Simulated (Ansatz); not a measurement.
Computed with Ansatz on PBE0-D4/def2-TZVP structures; ΔE is electronic, products minus reactants. CCSD(T)/CBS is the MP2 limit (def2-TZVPP, def2-QZVPP) plus CCSD(T) − MP2 in def2-TZVPP, frozen cores. This one scheme is used for every species, atoms too. Functionals use def2-TZVPP. B3LYP here is the variant with VWN-RPA as its local correlation; programs differ in this. Open shells (•) are unrestricted, without spin–orbit coupling. Spin–orbit coupling would lower the free atoms: a little for F, Si. One conformer a species, not always the lowest.

Reaction (atomization): `F[SiH2]N[SiH2]`• → F• + 5 H• + N• + 2 Si•

```json
{"level": "LDA (SPW92)", "ΔE (kJ/mol)": "3333.8", "difference from CCSD(T)/CBS": "360.4"}
{"level": "PBE-D4", "ΔE (kJ/mol)": "2969.7", "difference from CCSD(T)/CBS": "-3.7"}
{"level": "BLYP-D4", "ΔE (kJ/mol)": "2961.8", "difference from CCSD(T)/CBS": "-11.6"}
{"level": "B97M-V", "ΔE (kJ/mol)": "2970.7", "difference from CCSD(T)/CBS": "-2.7"}
{"level": "PBE0-D4", "ΔE (kJ/mol)": "2928.5", "difference from CCSD(T)/CBS": "-44.9"}
{"level": "B3LYP-D4", "ΔE (kJ/mol)": "2971.0", "difference from CCSD(T)/CBS": "-2.4"}
{"level": "B2PLYP", "ΔE (kJ/mol)": "2934.1", "difference from CCSD(T)/CBS": "-39.3"}
{"level": "revPBE", "ΔE (kJ/mol)": "2851.6", "difference from CCSD(T)/CBS": "-121.8"}
{"level": "BLYP", "ΔE (kJ/mol)": "2919.6", "difference from CCSD(T)/CBS": "-53.8"}
{"level": "MP2/def2-SVP", "ΔE (kJ/mol)": "2741.5", "difference from CCSD(T)/CBS": "-231.9"}
{"level": "CCSD/def2-SVP", "ΔE (kJ/mol)": "2689.9", "difference from CCSD(T)/CBS": "-283.5"}
{"level": "HF/def2-TZVPP", "ΔE (kJ/mol)": "2176.4", "difference from CCSD(T)/CBS": "-797.0"}
{"level": "MP2/def2-TZVPP", "ΔE (kJ/mol)": "2914.8", "difference from CCSD(T)/CBS": "-58.6"}
{"level": "CCSD(T)/def2-TZVPP", "ΔE (kJ/mol)": "2879.3", "difference from CCSD(T)/CBS": "-94.1"}
{"level": "MP2/def2-QZVPP", "ΔE (kJ/mol)": "2972.6", "difference from CCSD(T)/CBS": "-0.8"}
{"level": "MP2/CBS(def2)", "ΔE (kJ/mol)": "3008.8", "difference from CCSD(T)/CBS": "35.4"}
{"level": "CCSD(T)/CBS", "ΔE (kJ/mol)": "2973.4", "difference from CCSD(T)/CBS": "0"}
```

Largest T1 diagnostic among the species: 0.014.

At CCSD(T), def2-SVP lies −260.2 kJ/mol from the extrapolated value and def2-TZVPP −94.1 kJ/mol: correlation converges slowly with the basis, and small sets miss more of it in the bonded molecule than in its fragments. The D4 term adds +31.2 kJ/mol with B3LYP and +16.2 kJ/mol with PBE0; it sums over pairs of atoms, weighted by their polarisabilities, and B3LYP, whose exchange is more repulsive, gets the larger term.

For atomizations the MP2-based limit and the directly extrapolated one differ by several kJ/mol either way, and by 10 to 25 for some Ge, Se and Sn compounds, so smaller differences from it don't rank the levels.
